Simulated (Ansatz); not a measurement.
`[F][Ge]1([Cl])[CH]=[CH]1`. Charge 0, multiplicity 1.

| atom | x (Å) | y (Å) | z (Å) |
| --- | --- | --- | --- |
| F1 | -1.141 | 1.245 | 1.649 |
| Ge2 | -0.746 | 0.057 | 0.462 |
| Cl3 | -2.446 | -1.203 | 0.384 |
| C4 | 1.018 | -0.402 | 0.054 |
| C5 | 0.483 | 0.380 | -0.907 |
| H6 | 1.986 | -0.870 | 0.202 |
| H7 | 0.848 | 0.793 | -1.842 |

Question: List the harmonic frequencies (cm⁻¹, unscaled) at PBE0-D4/def2-TZVP in Ansatz. (Estimate.)

Answer: Computed: 162, 164, 215, 232, 437, 639, 649, 672, 741, 970, 993, 1147, 1508, 3175, 3197.

Question: Is this a minimum?

Answer: Yes, all 15 modes are real.

Question: Give the ideal-gas thermochemistry at 298.15 K and 1 bar (rigid rotor, harmonic oscillator; point group Cs, symmetry number 1).

Answer: Zero-point energy 89.1 kJ/mol; H(298) − E = 107.4 kJ/mol; entropy 333.0 J/(mol·K), of which translation 171.6, rotation 113.9, vibration 47.5; G(298) − E = 8.1 kJ/mol.

Question: And at 400, 500, 600, 800 and 1000 K?

Answer: 
```
T (K)  H − E (kJ/mol)  S (J/mol/K)  G − E (kJ/mol)
  400           117.2        361.2           -27.3
  500           128.0        385.2           -64.7
  600           139.5        406.3          -104.3
  800           164.4        442.0          -189.2
 1000           190.8        471.5          -280.7
```
